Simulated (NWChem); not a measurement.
System: arsenic trifluoride (AsF3); SMILES F[As](F)F

NWChem input:

```
start job
memory heap 200 mb stack 900 mb global 1100 mb
geometry units angstroms
  F     -0.820513    -1.185261    -0.528024
  As     0.003014     0.000422     0.407212
  F      1.430276    -0.115389    -0.545791
  F     -0.621655     1.298982    -0.532056
end
basis spherical
  * library def2-svp
end
dft
  xc xpbe96 cpbe96
  disp vdw 4
  iterations 150
end
driver
  maxiter 120
end
task dft optimize
task dft freq
```

Excerpt of the output:

```
             Northwest Computational Chemistry Package (NWChem) 7.3.0
             --------------------------------------------------------

 C3  symmetry detected

                             Geometry "geometry" -> ""
                             -------------------------

 Output coordinates in angstroms (scale by  1.889725989 to convert to a.u.)

  No.       Tag          Charge          X              Y              Z
 ---- ---------------- ---------- -------------- -------------- --------------
    1 F                    9.0000    -1.38914448    -0.37499189    -0.51839077
    2 As                  33.0000     0.00000000     0.00000000     0.42413790
    3 F                    9.0000     1.01932474    -1.01553846    -0.51839077
    4 F                    9.0000     0.36981974     1.39053035    -0.51839077

 Effective nuclear repulsion energy (a.u.)     325.7093139588

      Symmetry information
      --------------------

 Group name             C3
 Group number              5
 Group order               3
 No. of unique centers     2

                                Z-matrix (autoz)
                                --------

 Units are Angstrom for bonds and degrees for angles

      Type          Name      I     J     K     L     M      Value
      ----------- --------  ----- ----- ----- ----- ----- ----------
    1 Stretch                  1     2                       1.72009
    2 Stretch                  2     3                       1.72009
    3 Stretch                  2     4                       1.72009
    4 Bend                     1     2     3                92.84418
    5 Bend                     1     2     4                92.84418
    6 Bend                     3     2     4                92.84418

  pbe96 is a nonlocal functional; adding pw91lda local functional.

                           NWChem Geometry Optimization
                           ----------------------------

 maximum gradient threshold         (gmax) =   0.000450
 rms gradient threshold             (grms) =   0.000300
 maximum cartesian step threshold   (xmax) =   0.001800
 rms cartesian step threshold       (xrms) =   0.001200
 fixed trust radius                (trust) =   0.300000
 source of zmatrix                         =   autoz

          -------------------
          Energy Minimization
          -------------------

 Using diagonal initial Hessian
 Scaling for Hessian diagonals: bonds = 1.00  angles = 0.25  torsions = 0.10

[...]

      ----------------------
      Optimization converged
      ----------------------

  Step       Energy      Delta E   Gmax     Grms     Xrms     Xmax
  ---- ---------------- -------- -------- -------- -------- --------
@    3   -2534.35419929 -1.8D-07  0.00001  0.00001  0.00050  0.00089
                                     ok       ok       ok       ok

                                Z-matrix (autoz)
                                --------

 Units are Angstrom for bonds and degrees for angles

      Type          Name      I     J     K     L     M      Value     Gradient
      ----------- --------  ----- ----- ----- ----- ----- ---------- ----------
    1 Stretch                  1     2                       1.75108   -0.00001
    2 Stretch                  2     3                       1.75108   -0.00001
    3 Stretch                  2     4                       1.75108   -0.00001
    4 Bend                     1     2     3                96.51635   -0.00001
    5 Bend                     1     2     4                96.51635   -0.00001
    6 Bend                     3     2     4                96.51635   -0.00001

                         Geometry "geometry" -> "geometry"
                         ---------------------------------

 Output coordinates in angstroms (scale by  1.889725989 to convert to a.u.)

[...]

 Rotational Constants
 --------------------
 A=   0.186394 cm-1  (  0.268173 K)
 B=   0.186394 cm-1  (  0.268173 K)
 C=   0.129943 cm-1  (  0.186955 K)

 Temperature                      =   298.15K
 frequency scaling parameter      =   1.0000

 Zero-Point correction to Energy  =    4.058 kcal/mol  (  0.006467 au)
 Thermal correction to Energy     =    6.951 kcal/mol  (  0.011077 au)
 Thermal correction to Enthalpy   =    7.543 kcal/mol  (  0.012021 au)

 Total Entropy                    =   69.727 cal/mol-K
   - Translational                =   40.526 cal/mol-K (mol. weight = 131.9168)
   - Rotational                   =   23.190 cal/mol-K (symmetry #  =        3)
   - Vibrational                  =    6.012 cal/mol-K

 Cv (constant volume heat capacity) =   13.750 cal/mol-K
   - Translational                  =    2.979 cal/mol-K
   - Rotational                     =    2.979 cal/mol-K
   - Vibrational                    =    7.792 cal/mol-K

[normal modes left out]

 ----------------------------------------------------------------------------
 Normal Eigenvalue ||           Projected Infra Red Intensities
  Mode   [cm**-1]  || [atomic units] [(debye/angs)**2] [(KM/mol)] [arbitrary]
 ------ ---------- || -------------- ----------------- ---------- -----------
    1       -0.000 ||    0.002394           0.055         2.334       1.025
    2       -0.000 ||    0.001758           0.041         1.714       0.752
    3       -0.000 ||    0.000004           0.000         0.004       0.002
    4       -0.000 ||    0.000950           0.022         0.926       0.406
    5       -0.000 ||    0.000073           0.002         0.071       0.031
    6        0.000 ||    0.000007           0.000         0.007       0.003
    7      236.308 ||    0.004343           0.100         4.234       1.859
    8      236.316 ||    0.004343           0.100         4.233       1.858
    9      304.965 ||    0.020231           0.467        19.722       8.658
   10      680.907 ||    0.094856           2.188        92.470      40.593
   11      680.913 ||    0.094856           2.188        92.471      40.593
   12      700.687 ||    0.056595           1.306        55.172      24.220
 ----------------------------------------------------------------------------
```

Level: PBE-D3(BJ)/def2-SVP.
